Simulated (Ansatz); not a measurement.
CH₅BFNO (`NBOCF`) from Hartree–Fock to CCSD(T)

```xyz
10

N     1.823    0.808   -0.055
B     0.742   -0.066   -0.115
O    -0.531    0.458   -0.035
C    -1.616   -0.379    0.030
F    -1.889   -0.690    1.341
H     2.774    0.496   -0.123
H     1.714    1.799    0.077
H     0.905   -1.246   -0.255
H    -1.435   -1.324   -0.495
H    -2.488    0.144   -0.370
```

Charge 0, multiplicity 1. The structure was optimised at the PBE0-D4/def2-TZVP level. It is one conformer, not always the lowest. Frozen core, restricted reference, the Gaussian-basis code of Ansatz. CBS rows extrapolate triple and quadruple zeta; past MP2 they add the triple-zeta difference.

| basis | HF (Eh) | MP2 corr. |
| --- | --- | --- |
| def2-TZVPP | -294.43346 | -0.96348 |
| def2-QZVPP | -294.44730 | -1.03980 |

(1) Estimate the CCSD correlation energy and the (T) correction in each basis where they were run (hartree).

Results:

(1) 
```csv
basis,CCSD corr.,(T)
def2-TZVPP,-0.99015,-0.03500
CBS(def2),-1.12299,as TZ
```
